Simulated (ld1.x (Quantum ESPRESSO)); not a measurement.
**An odd input for ld1.x (Quantum ESPRESSO) 7.5 (chromium)**

Command:

```bash
ld1.x < Cr.in > Cr.out
```

Input:

```
&input
   title='Cr', zed=24., rel=2, dft='noxc', iswitch=3,
   config='[Ar] 3d5 4s1 4p0', rel_dist='average',
   nld=5, rlderiv=1.90, eminld=-7.0, emaxld=5.0, deld=0.02
 /
 &inputp
   pseudotype=2, tm=.false., lloc=1,
   nlcc=.false.,
   file_pseudopw='Cr.UPF', file_wfcaegen='ae.wfc', file_wfcncgen='nc.wfc', file_beta='beta', file_chi='chi'
 /
3
3S  1  0   2.00   0.00  1.15  1.15  0.0
3D  3  2   5.00   0.00  1.75  1.75  0.0
3P  2  1   6.00   0.00  1.15  1.15  0.0
 &test
   configts(1)='3s2 3p6 3d5 4s1 4p0'
 /
```

Output:

```
Program LD1 v.7.5

 %%%%%%%%%%%%%%%%%%%%%%%%%%%%%%%%%%%%%%%%%%%%%%%%%%%%%%%%%%%%%%%%%%%%%%%%%%%%%%
     Error in routine set_dft_from_name (1):
     NOXC: unrecognized dft
 %%%%%%%%%%%%%%%%%%%%%%%%%%%%%%%%%%%%%%%%%%%%%%%%%%%%%%%%%%%%%%%%%%%%%%%%%%%%%%

     stopping ...
```

Q: This input was made by a single change from one that runs to its end. What was changed?

A: The change: functional typed as noxc. The program refuses the input: "set_dft_from_name: NOXC: unrecognized dft".
